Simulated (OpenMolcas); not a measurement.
# Sc²⁺: the spin-orbit constant, worked from levels

```json
{"Program": "OpenMolcas 26.06", "Basis": "ANO-RCC-VTZP [6s5p3d2f1g]", "Scalar Hamiltonian": "DKH2, point nucleus", "Active space": "1 electron in 6 orbitals (3d 4s)", "State averaging": "2S+1 = 2 even, 6 roots", "Spin-orbit coupling": "state interaction with AMFI integrals over the reference wave functions, term energies averaged over their components"}
```

Methods: CASSCF; SS-CASPT2, IPEA 0.25 Eh, imaginary shift 0.1 Eh (closed shells correlated: 3s 3p). Measured levels: Sugar and Corliss, J. Phys. Chem. Ref. Data 9, 473 (1980).

**The spin-orbit constant.** For the Hund term 2D of d1, E(J) = (A/2) J(J+1) + constant and ζ = 2S·A = A. From J = 3/2 to J = 5/2 the energy changes by 2.5 A.

| Source | E(5/2) - E(3/2) | A | ζ |
| --- | --- | --- | --- |
| CASSCF | 194.9 | 78.0 | 78 |
| SS-CASPT2 | 194.9 | 78.0 | 78 |
| measured | 197.6 | 79.0 | 79 |

All in cm-1. SS-CASPT2 is off by -1.4 % and CASSCF by -1.4 %. Both methods take the spin-orbit matrix elements from the reference wave functions, so the second can move ζ only through the term energies and any multistate remixing.

CASPT2 breaks the degeneracy within a term, and the mean is taken; among the terms shown or strongly mixed into the levels shown the widest spread is 85 cm-1 (3d 2D, SS-CASPT2). With one active electron the reference holds no correlation, so core polarisation is missing (holds for CASSCF). With one active electron, CASPT2 adds the correlation within the correlated inactive shells and between them and that electron, and leaves the splitting within a term as the reference gives it (holds for SS-CASPT2). Computed and measured levels are paired by configuration, term and J; levels that our copy of the source lacks, or whose pairing is in doubt (as where it misses far off the trend of its configuration), stay unpaired and out of the deviations. Only configurations of the active space appear.
